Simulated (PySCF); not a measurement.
Different ions with H2O ligands: octahedral complexes compared

All values are computed with PySCF: state-averaged CASSCF of the d shell with SC-NEVPT2, spin-free X2C, triple-zeta basis on the metal and double-zeta on the ligands, mean-field spin-orbit coupling; model geometries with bond lengths from ionic radii.

```csv
complex,point group,M–L / Å,L–M–L / ° (cis),solvent
[Ni(H2O)6]2+,Th,2.05,90,none
[Mn(H2O)6]3+,Th,2.00,90,none
[Cr(H2O)6]3+,Th,1.98,90,none
[Ti(H2O)6]2+,Th,2.22,90,none
[V(H2O)6]2+,Th,2.15,90,none
```

Question: Rank by 10Dq at CASSCF level, lowest first.
A. [Ni(H2O)6]2+
B. [Ti(H2O)6]2+
C. [Cr(H2O)6]3+
D. [Mn(H2O)6]3+
E. [V(H2O)6]2+

Answer: A (6629 cm⁻¹), E (11196 cm⁻¹), B (11629 cm⁻¹), D (12489 cm⁻¹), C (15245 cm⁻¹).

Question: Rank by the spin-orbit constant ζ, lowest first.
A. [V(H2O)6]2+
B. [Ti(H2O)6]2+
C. [Mn(H2O)6]3+
D. [Cr(H2O)6]3+
E. [Ni(H2O)6]2+

Answer: B (120 cm⁻¹), A (170 cm⁻¹), D (261 cm⁻¹), C (344 cm⁻¹), E (652 cm⁻¹).

Question: What are the ground states and moments?

Answer: 
| complex | shell | ground state (NEVPT2) | total orbital splitting (CASSCF fit) / cm⁻¹ | μeff(300 K) / μB |
| --- | --- | --- | --- | --- |
| [Ni(H2O)6]2+ | d8 | 3Ag | 6629 | 3.29 |
| [Mn(H2O)6]3+ | d4 | 5Eg | 12489 | 4.86 |
| [Cr(H2O)6]3+ | d3 | 4Ag | 15245 | 3.84 |
| [Ti(H2O)6]2+ | d2 | 3Tg | 11629 | 2.98 |
| [V(H2O)6]2+ | d3 | 4Ag | 11196 | 3.85 |

The octahedral shape is imposed. Real complexes may take another, with another ground state.
